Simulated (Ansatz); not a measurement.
`N[Si]1(F)CO[SiH2]1` → C• + F• + 6 H• + N• + O• + 2 Si•  (atomization)

Gas-phase electronic energies from Ansatz, PBE0-D4/def2-TZVP geometries. CCSD(T)/CBS is the MP2 limit (def2-TZVPP, def2-QZVPP) plus CCSD(T) − MP2 in def2-TZVPP, frozen cores. This one scheme is used for every species, atoms too. Functionals use def2-TZVPP. B3LYP here is the variant with VWN-RPA as its local correlation; programs differ in this. No spin–orbit coupling; open shells (•) take unrestricted orbitals. Spin–orbit coupling would lower the free atoms: a little for C, F, O, Si. One conformer a species, not always the lowest.

```
             level  ΔE (kJ/mol)
           PBE0-D4       4450.2
          B3LYP-D4       4461.4
               PBE       4515.3
            r2SCAN       4463.6
    MP2/def2-TZVPP       4427.8
    MP2/def2-QZVPP       4515.5
SCS-MP2/def2-QZVPP       4505.2
    CCSD/CBS(def2)       4408.5
```

What does CCSD(T)/CBS give? (An estimate is asked.)

The calculation gave: +4480.1 kJ/mol. The listed levels differ from it by -29.9, -18.7, 35.2, -16.5, -52.3, 35.4, 25.1, -71.6 kJ/mol.

Largest T1 diagnostic among the species: 0.013.

From PBE to PBE0 (25 % exact exchange), in def2-TZVPP and without D4, ΔE moves by −90.0 kJ/mol: exact exchange takes away binding that semilocal exchange gives to molecules. The D4 term adds +47.3 kJ/mol with B3LYP and +24.9 kJ/mol with PBE0; it sums over pairs of atoms, weighted by their polarisabilities, and B3LYP, whose exchange is more repulsive, gets the larger term. In def2-TZVPP, CCSD(T) changes the Hartree–Fock value by +1177.7 kJ/mol (the triples alone add +71.7 kJ/mol) and MP2 by +1270.8 kJ/mol; breaking electron pairs costs correlation energy, which Hartree–Fock lacks.

For atomizations the MP2-based limit and the directly extrapolated one differ by several kJ/mol either way, and by 10 to 25 for some Ge, Se and Sn compounds, so smaller differences from it don't rank the levels.
